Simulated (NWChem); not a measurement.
# Correlation energy of CH3Si

```
C
H 1 1.0932
H 1 1.0972 2 116.14
Si 1 1.7138 2 123.28 3 180.00
H 4 1.5027 1 121.95 2 180.00
```
Charge 0, spin multiplicity 2.

Program: NWChem. The geometry was optimised at UPBE0/def2-SVP, a minimum by its harmonic frequencies.

Basis set: def2-TZVP. Each correlation energy counts from its own Hartree-Fock reference.

| method | correlation energy (mHa) | remark |
|---|---|---|
| UMP2 | -236.7 | spin-contaminated |
| SCS-UMP2 | -238.4 | spin-contaminated |
| CCSD(T) on ROHF | -305.0 | - |
| CCSD[T] on ROHF | -305.5 | - |
| CCSD on ROHF | -290.6 | - |

The values span 68.9 mHa, from CCSD[T] on ROHF (lowest) to UMP2 (highest). 

The correlated methods keep 6 core orbitals frozen. The structure started from a generated list of species. The unpaired electrons of the parent sit in orbitals of symmetry a' (Cs labels of the run); other states weren't searched. The stability of the SCF solutions was not checked. Open-shell Hartree-Fock references start from PBE0 orbitals. Coupled-cluster values serve here as a point of comparison, not as the truth.
